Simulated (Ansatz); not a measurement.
Coupled-cluster diagnostics for the cluster Li14⁺, Ansatz.

Geometry of the doublet (PBE/def2-SVP):

| atom | x (Å) | y (Å) | z (Å) |
| --- | --- | --- | --- |
| Li1 | 1.3859 | -2.3105 | 2.9213 |
| Li2 | 0.8894 | 2.3132 | 0.4573 |
| Li3 | 0.3526 | 0.5804 | 3.0417 |
| Li4 | -0.9186 | 0.4987 | -3.6413 |
| Li5 | -0.3801 | -1.9923 | -1.6089 |
| Li6 | -3.3164 | 0.0887 | -1.5463 |
| Li7 | -1.9593 | 2.9617 | -1.8259 |
| Li8 | 2.7072 | -2.6596 | -0.0057 |
| Li9 | -2.3303 | 1.8190 | 1.0031 |
| Li10 | -1.7429 | -1.2690 | 1.2908 |
| Li11 | 0.9077 | -0.7118 | 0.7499 |
| Li12 | -0.8334 | 0.6352 | -0.8940 |
| Li13 | 1.9961 | 0.0503 | -1.6608 |
| Li14 | 3.2420 | -0.0040 | 1.7189 |

Correlated methods freeze no core orbitals; core or outer-core shells of Li are correlated, in sets that lack core-valence functions. Another isomer (doublet) lies 0.05 eV lower at PBE0/def2-TZVP; other spin states weren't run for this one.

(1) Estimate the CCSD(T) correlation energy, the shares of MP2 and (T), T1 and the reference's ⟨S²⟩ for: charge 1, doublet, own geometry in def2-SVP; and the rough time on 4 threads of Intel Xeon 6975P-C on a shared host.

Answers

(1) 
```tsv
state	basis	correlation (eV)	MP2 share (%)	(T) share (%)	T1	⟨S²⟩ (pure)	wall time	remarks
charge 1, doublet, own geometry	def2-SVP	-7.693	65.5	9.0	0.082	2.68 (0.75)	53 s	large T1, spin-contaminated
```
Customary marks for T1 are 0.02 (closed shells), 0.045 (open shells) and about 0.05 (3d metals). T1 exceeds 0.02 in 1 of 1 rows and 0.045 in 1; the higher it lies, the less the single-reference result can be trusted.
